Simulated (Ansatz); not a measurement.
```yaml
crystal:
  periodic: [false, false, false]
  atoms:
    - {symbol: Zr, position_ang: [-0.658749, 0.749854, -1.030551]}
    - {symbol: Zr, position_ang: [0.299716, -1.309811, 0.502825]}
    - {symbol: P, position_ang: [1.672244, 0.245618, -0.715217]}
    - {symbol: P, position_ang: [-1.313211, 0.314338, 1.242954]}
basis:
  gaussian: {orbitals: def2-SVPD}
hamiltonian: {xc: {name: BLYP}}
scf: {lower_state_search: off}
```

```sh
$ ansatz run in.yaml --threads 4 --pin off --events-out ev --progress --plain --max-ram 3916MiB
```

Output, abridged:

```
Functional definition: BLYP
1022 factors; their error is unknown
mean field evaluation 1: about -21119.3104 eV, gradient 5.7e1 eV
mean field evaluation 2: about -21028.5167 eV, gradient 1.6e2 eV
mean field evaluation 4: about -21129.7282 eV, gradient 9.7e0 eV
mean field evaluation 8: about -21130.1085 eV, gradient 3.9e-1 eV
mean field evaluation 16: about -21130.0851 eV, gradient 8.9e-3 eV
mean field -21130.08513995 eV, -776.5163064070 hartree, gradient 4.2e-6 eV, S^2 0.000000; 0 other end points of the search recorded, 0 dependent functions left out
reference -21130.08542454 eV, -776.5163168656 hartree; 27, 27 occupied and 89, 89 virtual orbitals, 1022 factors
Total energy: -21130.08542454 eV, -776.5163168656 hartree
Checks for a lower state left out: stability, starts, cluster_reference, orbital_swaps, neighbouring_geometries, increment
```

Hardware: 4 threads of Arm Neoverse V2 on a shared host. Wall time 1.1 s.

In the def2 sets Zr takes a core potential; there is no spin–orbit coupling. The restricted singlet is unstable towards broken spin symmetry at other levels; at RKS BLYP/def2-SVPD this wasn't settled.
